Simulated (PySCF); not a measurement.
C3H12GeSi.
SMILES with atom numbers: `[CH3:1][GeH2:2][C@H:3]([CH3:4])[SiH3:5]` (hydrogens: H6, H7, H8 on C1; H9, H10 on Ge2; H11 on C3; H12, H13, H14 on C4; H15, H16, H17 on Si5)

Geometry (PBE0-D3(BJ)/def2-SVP, Å), atoms numbered from 1 in this order:
```xyz
17
C3H12GeSi angstrom
C      2.2974   -0.3224   -0.3515
Ge     0.8298   -1.1520    0.6352
C     -0.8584   -0.1805    0.3286
C     -1.2723   -0.2213   -1.1464
Si    -0.7917    1.5772    1.0034
H      2.4494    0.7152   -0.0206
H      3.2316   -0.8795   -0.1901
H      2.0818   -0.3163   -1.4299
H      0.6371   -2.6078    0.1506
H      1.1533   -1.1728    2.1445
H     -1.6110   -0.7115    0.9401
H     -0.5453    0.3029   -1.7882
H     -1.3509   -1.2546   -1.5225
H     -2.2506    0.2600   -1.3113
H     -2.1201    2.2524    0.8487
H     -0.4195    1.5822    2.4522
H      0.2211    2.3877    0.2543
```

Level of theory: core-valence-separated Tamm–Dancoff BHandHLYP/aug-pcX-1 (pcseg-1 on H, def2-SVPD on Si, def2-SVPD on Ge) in PySCF, non-relativistic, gas phase, PBE0-D3(BJ)/def2-SVP geometry. No empirical shift is added; at this level the pattern usually sits a few eV under experiment.

The lowest roots of each edge with f over 0.003 (five at most, numbered afresh; weaker and dark ones are left out), with transition dipoles (au) in the frame of the coordinates:

| root | edge | E (eV) | f | μx | μy | μz |
| --- | --- | --- | --- | --- | --- | --- |
| 1 | C | 285.36 | 0.0122 | 0.0128 | 0.0120 | -0.0379 |
| 2 | C | 285.52 | 0.0067 | -0.0116 | -0.0009 | -0.0288 |
| 3 | C | 285.81 | 0.0334 | 0.0685 | 0.0090 | 0.0017 |
| 4 | C | 285.97 | 0.0344 | -0.0692 | 0.0005 | 0.0104 |
| 5 | C | 286.04 | 0.0309 | -0.0032 | 0.0162 | -0.0642 |

Molecules are fixed in this frame and the field points along (0, 1, 1)/√2. What effective strengths 3 f cos²θ do the roots have (θ between field and μ)?

root 1 (C3): 0.007, root 2 (C4): 0.009, root 3 (C3): 0.001, root 4 (C1): 0.001, root 5 (C1): 0.024. Root 5 is the strongest. Averaged over all orientations cos²θ is 1/3, which gives f back.

 Relativistic effects, spin–orbit coupling among them, are left out although an element past zinc is present.

One conformer stands for the species.
